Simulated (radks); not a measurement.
Values are calculated unless marked as measured or tabulated.
Trend from C3+ to Pb3+: ionisation energy by Delta-SCF between NIST ground configurations, and size. Code: a radial shooting solver on a logarithmic mesh with Libxc functionals. Model: scalar-relativistic Kohn-Sham, r2SCAN, spin-unpolarised, spherical densities, finite nucleus; meta-GGA in the generalised Kohn-Sham scheme; Fermi nuclear charge, rms radius of each element as measured or else 0.836 A^(1/3) + 0.57 fm.

\begin{tabular}{lrrrrrr}
species & configuration & configuration of the ion & IE (eV) & NIST (eV) & kind & -e(HOMO) (eV) \\ \hline
C3+ & [He] 2s1 & [He] & 62.725 & 64.494 & exp. & 55.976 (2s) \\
Si3+ & [Ne] 3s1 & [Ne] & 44.043 & 45.142 & exp. & 39.276 (3s) \\
Ge3+ & [Ar] 3d10 4s1 & [Ar] 3d10 & 45.522 & 45.716 & exp. & 40.184 (4s) \\
Sn3+ & [Kr] 4d10 5s1 & [Kr] 4d10 & 40.366 & 40.74 & exp. & 35.595 (5s) \\
Pb3+ & [Xe] 4f14 5d10 6s1 & [Xe] 4f14 5d10 & 42.202 & 42.333 & exp. & 37.261 (6s) \\
\end{tabular}

Reference values: NIST Atomic Spectra Database (exp. = measured, semi-emp. = semi-empirical, theory = theoretical value adopted there). Spin polarisation and multiplet splitting are left out, so open shells lie too high by an amount that depends on their filling.

Beside tabulated values, note that spin-unpolarised runs miss the spin-polarisation part of the exchange energy of open shells, and scalar-relativistic runs lack spin-orbit coupling.
